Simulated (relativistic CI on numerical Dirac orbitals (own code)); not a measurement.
**Level scheme of Yb LXVI**

Method of calculation: Dirac-Coulomb-Breit CI, separate exchange-only KLI orbitals for each configuration, a model potential for QED, unscaled Slater integrals (own radial code, finite nucleus).

CI space (outside the closed core 1s2): 2s²2p, 2s2p², 2p³, 2p²3s, 2p²3p, 2p²3d, 2s²3s, 2s²3p, 2s²3d, 2s2p3s, 2s2p3p, 2s2p3d, 2s²4s, 2s²4p, 2s²4d, 2s²4f. Levels of other configurations are missing.

The lowest level is 2s²2p ²P°1/2, with 100 % of that term; Hund's rules for 2s²2p give ²P° with J = 1/2, in agreement.

```csv
No.,Configuration,Term,J,E (eV),%,Next component (%),Lifetime (s)
1,2s²2p,²P°,1/2,0.0,100,,
2,2s2p²,⁴P,1/2,247.1,50,31 ²S,4.67e-11
3,2s²2p,²P°,3/2,1136.9,99,1 2p³ ²P°,3.85e-11
4,2s2p²,⁴P,3/2,1309.9,90,7 ²D,1.62e-11
5,2s2p²,²D,5/2,1349.7,63,37 ⁴P,1.30e-10
6,2s2p²,²P,1/2,1417.6,69,31 ⁴P,1.32e-13
7,2s2p²,²D,3/2,1419.7,62,37 ²P,1.47e-13
8,2p³,²P°,3/2,1677.2,48,27 ²D°,1.92e-13
9,2s2p²,⁴P,5/2,2465.0,63,37 ²D,6.44e-13
10,2s2p²,²S,1/2,2567.7,68,19 ⁴P,1.65e-13
11,2s2p²,²P,3/2,2568.6,60,31 ²D,9.03e-14
12,2p³,⁴S°,3/2,2767.8,55,45 ²D°,9.45e-14
13,2p³,²D°,5/2,2790.8,100,,1.01e-13
14,2p³,²P°,1/2,2844.7,100,,8.64e-14
15,2p³,²P°,3/2,3946.4,51,28 ²D°,6.30e-14
16,2s²3s,²S,1/2,9337.3,98,1 2p²3s ²S,4.31e-15
17,2s²3p,²P°,1/2,9419.7,96,1 2s2p3s ²P°,1.08e-13
18,2s2p3s,⁴P°,1/2,9502.5,85,13 ²P°,4.85e-15
19,2s2p3s,⁴P°,3/2,9529.1,59,40 ²P°,4.32e-15
20,2s2p3s,²P°,1/2,9558.4,95,4 ⁴P°,5.60e-15
21,2s2p3p,⁴D,1/2,9571.9,72,22 ²P,6.15e-15
22,2s2p3p,⁴D,3/2,9599.4,40,33 ²D,2.41e-15
23,2s2p3p,⁴P,1/2,9641.9,46,30 ²S,4.75e-15
24,2s²3p,²P°,3/2,9755.9,98,1 2p²3p ²P°,7.76e-14
25,2p²3s,⁴P,1/2,9800.3,44,29 ²S,5.32e-15
26,2s²3d,²D,3/2,9811.2,98,1 2p²3d ²D,7.15e-16
27,2p²3p,²P°,1/2,9866.3,44,37 ⁴D°,1.25e-15
28,2s²3d,²D,5/2,9901.3,95,2 2s2p3p ²D,8.02e-16
29,2s2p3p,⁴P,3/2,9919.3,31,27 ⁴D,6.64e-15
30,2s2p3p,⁴D,5/2,9951.3,42,38 ²D,1.79e-14
31,2s2p3p,²D,3/2,9953.8,43,23 ²P,2.94e-15
32,2s2p3p,²P,1/2,9959.8,44,27 ²S,1.94e-15
33,2s2p3d,⁴F°,3/2,9962.7,70,16 ²D°,2.80e-15
34,2s2p3d,⁴F°,5/2,9992.7,43,31 ²F°,4.13e-15
35,2s2p3d,²P°,3/2,10010.4,30,24 ⁴D°,5.88e-16
36,2s2p3d,⁴D°,1/2,10015.0,53,39 ²P°,6.30e-16
37,2s2p3d,⁴P°,5/2,10064.6,34,30 ⁴D°,7.77e-16
38,2s2p3d,²F°,7/2,10093.0,39,37 ⁴F°,7.99e-16
39,2s2p3d,²F°,5/2,10104.7,48,25 ²D°,8.00e-16
40,2s2p3d,²P°,3/2,10105.3,39,37 ²D°,8.05e-16
41,2p²3p,²P°,3/2,10218.1,33,19 ⁴D°,2.73e-15
42,2p²3d,²D,3/2,10258.4,41,32 ⁴F,4.22e-15
43,2p²3d,²D,5/2,10361.6,35,18 ⁴D,8.13e-16
44,2s2p3s,⁴P°,5/2,10642.5,100,,6.29e-15
45,2s2p3s,²P°,3/2,10668.5,76,23 ⁴P°,3.79e-15
```

Energies count from the lowest computed level; ° marks odd parity; lifetimes are radiative, by E1, M1, E2, M2 decay to levels of this space only.

The mean weight of the leading LS term, summed over parents, in these 45 levels is 63 %, and that of the leading jj configuration (from the same eigenvectors) 99 %, so jj coupling describes them better and the LS labels are nominal.

At this charge energies of transitions that change n are usually good to better than 1 %, and those within a shell (Δn = 0) to a few per cent.

LS names give the leading component of a level, which can be under half, so a name can repeat, a term be missing and a line seem to break the LS rules.
